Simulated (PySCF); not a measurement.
# Dipole moment and polarisability of pivaloyl chloride

Species: pivaloyl chloride, C5H9ClO.
Geometry (PBE0-D3(BJ)/def2-SVP, Å), atoms numbered from 1 in this order:
```
atom  x, y, z in Å
C1     0.087    1.398   -0.642
C2    -0.062    0.033    0.029
C3    -0.132   -1.076   -1.028
C4     1.107   -0.220    0.987
C5    -1.370    0.046    0.811
O6    -2.159    0.924    0.865
Cl7   -1.686   -1.482    1.716
H8     0.128    2.206    0.104
H9     1.017    1.420   -1.230
H10   -0.756    1.607   -1.315
H11    0.801   -1.080   -1.611
H12   -0.968   -0.910   -1.725
H13   -0.257   -2.064   -0.564
H14    1.157    0.551    1.770
H15    1.024   -1.202    1.472
H16    2.050   -0.190    0.420
```

Level: CAM-B3LYP/def2-SVPD (PySCF), static field, nuclei fixed, core orbitals frozen in the response. The polarisability tensor in these axes (au):

```
x   76.08  1.39 -5.30
y    1.39 82.14 -7.34
z   -5.30 -7.34 74.96
```

**Question.** Give the principal values, the mean and the anisotropy Δα = √{½[(α1 − α2)² + (α2 − α3)² + (α1 − α3)²]}.

**Answer.** Principal values 68.33, 76.72 and 88.13 au; mean 77.72 au = 11.52 Å³ = 12.81 × 10⁻⁴⁰ C²·m²/J; Δα = 17.22 au (22 % of the mean).

**Question.** What is the dipole moment, and where does it point?

**Answer.** (2.67, -0.27, -1.48) D, 3.06 D in size, pointing from the negative to the positive side. Measured along this direction, the outermost atoms are O6 at the negative end and H16 and H11 at the positive end.

**Question.** How large is μ²/3kT at 250 K beside α?

**Answer.** In Gaussian units μ²/3kT = 90.70 Å³ against 11.52 Å³, a ratio of 7.87; the Debye molar polarisation (4π/3)N_A(α + μ²/3kT) is 257.8 cm³/mol, leaving out the vibrational part.

**Question.** Give the principal axes and the span of the nuclei along them.

**Answer.** Largest value along (0.33, 0.76, -0.56), where the nuclei span 4.75 Å; middle along (0.81, -0.53, -0.24), 4.12 Å; least along (0.48, 0.37, 0.80), 4.34 Å. The strongest response lies along the longest span, while the other two are in reverse order.

**Question.** Rayleigh depolarisation ratio (linearly polarised light, static tensor)?

**Answer.** ρ = 3Δα²/(45ᾱ² + 4Δα²) = 889.2/(271844 + 1185.6) = 0.00326.

**Question.** Estimate the molar refractivity from the static electronic polarisability.

**Answer.** Lorentz–Lorenz: R = (4π/3)N_A α = 2.5225 cm³/(mol·Å³) × 11.52 Å³ = 29.1 cm³/mol, in the limit of long wavelengths.

Geometry: PBE0-D3(BJ)/def2-SVP; no solvent, vibrations or thermal averaging.

The run behind these numbers computed excited states as well. Time: 54 s of wall time (with the writing of density and orbital grids); peak memory 1.1 GiB. Hardware: one thread of an Intel Xeon Platinum 8488C, shared host.
